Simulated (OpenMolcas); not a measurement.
# Cr4+: moving the ligands

Cr4+ with 6 ligands (fluoride) in octahedral coordination (Oh) at 1.86 Å. A charge of +0.333 e stands 2.4 Å behind each ligand. Ligand basis ANO-RCC-VDZP.

- Program: OpenMolcas 26.06
- Method: SS-CASPT2, IPEA 0.25 Eh, imaginary shift 0.1 Eh (closed shells correlated: 3s 3p and the ligand valence shells)
- Basis: ANO-RCC-VDZP [5s4p2d1f]
- Scalar Hamiltonian: DKH2, point nucleus
- Active space: 2 electrons in 5 orbitals (3d)
- State averaging: 2S+1 = 3 even, 10 roots; 2S+1 = 1 even, 15 roots
- Spin-orbit coupling: RASSI with atomic mean-field integrals over the reference wave functions

Runs around this geometry, states (labels of O, the rotations of Oh). Energies in cm-1 above the lowest state or level, χT in cm3 K/mol; under a threefold ground state the first gap can be a small split of the lowest multiplet, not the spin-orbit step; 10Dq and B are least-squares fits to the states below 45000 cm-1, weighted by degeneracy, with a free offset, and given where the rms deviation is under 5 % of |10Dq| (or 100 cm-1) and under 700 cm-1.

```csv
R (Å),Ground state,First state of that spin,10Dq,B (rms of fit),First gap with spin-orbit (degeneracies),χT at 300 K,First state of another spin
1.79,3T1,3T2 24620,25953,810 (236),"6 (2, 3)",0.721,1T2 10910
1.86,3T1,3T2 21880,22844,804 (298),"7 (2, 3)",0.714,1T2 10890
1.98,3T1,3T2 18670,19973,780 (409),"9 (2, 3)",0.704,1T2 10560
```

Taking |10Dq| as R^-n, n = -ln(19973 / 25953) / ln(1.98 / 1.79) = 2.6 between the shortest and longest distance. The point-charge formula for a cubic d site gives n = 5.

Roots that are degenerate in the reference are averaged as groups; the widest CASPT2 spread within a group is 910 cm-1 (the 3-fold group of multiplicity 1 near 36300 cm-1 above the lowest state of its run, R = 1.86). Shifts and gaps below about the spread of the groups concerned are not significant. Over all roots computed the reference weight is 0.69 to 0.71 in R = 1.79, 0.69 to 0.70 in R = 1.86, 0.67 to 0.69 in R = 1.98; a low but even weight reflects the number of correlated electrons. An orbital triplet at a regular site is open to Jahn-Teller coupling, which can distort the site and quench the lowest spin-orbit gaps and is left out. Ligand-to-metal charge-transfer states are missing. With no ligand orbital active B as a rule stays too high, so bands that hang on it stand too high and its fall with covalency is understated. With one d shell and no ligand orbital active, 10Dq can be off by a tenth or more. The least metal-like active orbital is 81 % on the metal (Löwdin) and no ligand orbital is active, so the numbers are rough (holds for R = 1.79; R = 1.86). The least metal-like active orbital is 82 % on the metal (Löwdin) and no ligand orbital is active, so the numbers are rough (holds for R = 1.98). No measured value stands beside these numbers; the geometry is a model, was not optimised and need not be the one that this ion takes.
